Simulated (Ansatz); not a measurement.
Consider the redistribution: `CB[TeH]` + `CC(=O)[SiH2]N` → `CBC(C)=O` + `N[SiH2][TeH]`.

Gas-phase electronic energies from Ansatz, PBE0-D4/def2-TZVP geometries. CCSD(T)/CBS is the MP2 limit (def2-TZVPP, def2-QZVPP) plus CCSD(T) − MP2 in def2-TZVPP, frozen cores. DFT in def2-TZVPP. B3LYP here is the variant with VWN-RPA as its local correlation; programs differ in this. Elements past krypton have def2 core potentials. For Te outer-core shells are correlated without core-valence functions, which leaves a few kJ/mol of doubt a bond. One conformer a species, not always the lowest.

Is it downhill or uphill in electronic energy at CCSD(T)/CBS, and by how much? (An estimate is asked.)

Computed: Nearly level: ΔE = -0.7 kcal/mol.

What do these levels give: PBE-D4, B3LYP-D4, ωB97M-V, B2PLYP, PBE, PBE0, B3LYP, HF/def2-TZVPP, SCS-MP2/def2-TZVPP, MP2/def2-QZVPP, HF/CBS(def2), MP2/CBS(def2)? (An estimate is asked.)

The calculation gave: PBE-D4 -2.5, B3LYP-D4 -2.1, ωB97M-V -1.8, B2PLYP -1.7, PBE -2.7, PBE0 -2.4, B3LYP -2.4, HF/def2-TZVPP -2.5, SCS-MP2/def2-TZVPP -0.3, MP2/def2-QZVPP -0.9, HF/CBS(def2) -2.5, MP2/CBS(def2) -1.3 kcal/mol.

Largest T1 diagnostic among the species: 0.017.

In def2-TZVPP, CCSD(T) changes the Hartree–Fock value by +2.7 kcal/mol (the triples alone add +0.4 kcal/mol) and MP2 by +2.1 kcal/mol.
